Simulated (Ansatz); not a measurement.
The lowest singlet and triplet of CH4Si (SMILES C=[SiH2]); geometries from B3LYP-D3(BJ)/def2-TZVP, each state relaxed from the structure named, with no frequency check.
Singlet (charge 0, multiplicity 1):
| atom | x (Å) | y (Å) | z (Å) |
|---|---|---|---|
| C | -1.1507 | -0.0547 | -0.0063 |
| Si | 0.5483 | 0.0261 | 0.0030 |
| H | -1.7706 | 0.8303 | -0.0678 |
| H | -1.6844 | -0.9947 | 0.0488 |
| H | 1.4000 | -1.1728 | 0.0864 |
| H | 1.2833 | 1.3004 | -0.0716 |
Triplet (charge 0, multiplicity 3):
```xyz
6

C     -1.214    -0.107     0.150
Si     0.595     0.088    -0.153
H     -1.971     0.189    -0.566
H     -1.606    -0.532     1.071
H      1.302    -1.223    -0.128
H      1.230     0.979     0.858
```

A positive gap puts the triplet lower; no zero-point energy. R- takes a restricted singlet. U- takes an unrestricted singlet (broken symmetry where lower, unprojected). The triplet is unrestricted in single-reference levels. Active spaces average the two states.

Correlated levels freeze the cores.

Programs: Ansatz (Gaussian orbitals). 

```
level                                       gap E(singlet) − E(triplet), adiabatic (eV)
------------------------------------------  -------------------------------------------
R-HF/cc-pV(D+d)Z                                                                 -0.439
R-PBE/def2-TZVPP                                                                 -1.559
U-B3LYP/def2-TZVPP                                                               -1.529
U-PBE0/def2-TZVPP                                                                -1.392
U-wB97M-V/def2-TZVPP                                                             -1.655
R-CCSD(T)/cc-pV(T+d)Z                                                            -1.609
R-CCSDT(Q)/cc-pV(D+d)Z                                                           -1.557
SC-NEVPT2 on SA-CASSCF(2,2)/cc-pV(T+d)Z                                               ?
FIC-MRCISD+Q on SA-CASSCF(2,2)/cc-pV(T+d)Z                                       -1.541
```

What belongs in the gaps?


- SC-NEVPT2 on SA-CASSCF(2,2)/cc-pV(T+d)Z, gap E(singlet) − E(triplet), adiabatic (eV): -1.725

Doubts at one or more of the structures used: a restricted determinant that unrestricted orbitals would lower (R-HF/cc-pV(D+d)Z, R-CCSD(T)/cc-pV(T+d)Z, R-CCSDT(Q)/cc-pV(D+d)Z).

Ansatz is an electronic-structure program.
